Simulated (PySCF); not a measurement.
## TPSSh on Ru (ruthenium, neutral)

Configuration: [Kr] 4d7 5s1, high-spin 5F determinant. Computed with PySCF 2.14 in aug-cc-pVTZ-PP with ECP28MDF (6s6p5d3f2g, 88 functions), with a scalar-relativistic core potential.

| Property | Result |
| --- | --- |
| Total energy | -94.4617 hartree |
| One-electron energy | -164.6263 hartree |
| Hartree (Coulomb) energy | 80.2563 hartree |
| Exchange-correlation energy | -10.0917 hartree |
| ⟨S²⟩ | 6.0018 |
| ⟨L²⟩ | 12.035 |
| Sum of ⟨r⟩ | 24.24 bohr |
| Sum of ⟨r²⟩ | 49.06 bohr² |

| shell | electrons | mean orbital energy (eV) | spread (eV) | rms radius, mean of both spins (bohr) |
| --- | --- | --- | --- | --- |
| 4s α | 1 | -79.894 | 0 | 1.09 |
| 4s β | 1 | -77.539 | 0 | 1.09 |
| 4p α | 3 | -49.177 | 0 | 1.22 |
| 4p β | 3 | -46.485 | 0 | 1.22 |
| 4d α | 5 | -6.440 | 0.856 | 1.90 |
| 5s α | 1 | -4.950 | 0 | 3.54 |
| 4d β | 2 | -4.801 | 0 | 1.90 |

Energies and moments cover only the electrons outside the core potential.
